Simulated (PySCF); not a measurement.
# Radial density of V⁺ (vanadium, charge +1)

B2PLYP, [Ar] 3d3 4s1, high-spin 5F determinant (an excited configuration). Calculation: PySCF 2.14, in aug-cc-pVTZ with one added diffuse shell each of s, p, d, f, g type (9s8p6d4f3g, 118 functions); the non-relativistic Hamiltonian (point nucleus).

```tsv
r (bohr)	4πr²ρ (e/bohr)	4πr²(ρα − ρβ)
0.00118	0.1361	0.0001
0.00199	0.3709	0.0002
0.00335	0.9861	0.0005
0.00563	2.512	0.0012
0.00947	5.959	0.0027
0.0159	12.55	0.0056
0.0268	21.67	0.0089
0.0450	27.29	0.0083
0.0758	23.12	0.0024
0.127	21.92	0.0236
0.214	29.68	0.1478
0.361	16.87	0.6147
0.607	9.619	1.7876
1.02	10.36	2.1229
1.72	2.684	1.1991
2.89	0.6124	0.5809
4.85	0.08955	0.0895
8.17	0.001046	0.0010
```
